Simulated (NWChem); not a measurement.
System: C3H4O2Si; SMILES O=C1CC(=O)[SiH2]1

```xyz
10

O      2.3654     0.0000    -0.5288
C      1.1833     0.0000    -0.2805
C      0.0000     0.0000    -1.2759
C     -1.1833     0.0000    -0.2805
O     -2.3654     0.0000    -0.5288
Si     0.0000     0.0000     1.3210
H      0.0000     0.8922    -1.9438
H      0.0000    -0.8922    -1.9438
H      0.0000    -1.2352     2.1819
H      0.0000     1.2352     2.1819
```
Atoms are numbered in this order, from 1.

Computed with NWChem. Pople sets run with spherical d functions. All runs use the structure optimised with PBE-D3(BJ)/def2-SVP. B3LYP is NWChem's, with the RPA form of VWN correlation. Atomic charges in e: unrestrained fits to the electrostatic potential beside Mulliken populations; buried atoms are poorly determined by the fit.

For level Hartree-Fock/6-31G*:

```yaml
Mulliken O1: -0.50
Mulliken C2: 0.28
Mulliken C3: -0.54
Mulliken C4: 0.28
Mulliken O5: -0.50
```

Q: What are these values for level B3LYP/def2-SVP?

A: The Mulliken O1 comes out as -0.16. The Mulliken C2 is -0.10. The Mulliken C3 comes out as 0.02. The Mulliken C4 comes out as -0.10 and the Mulliken O5 comes out as -0.16.
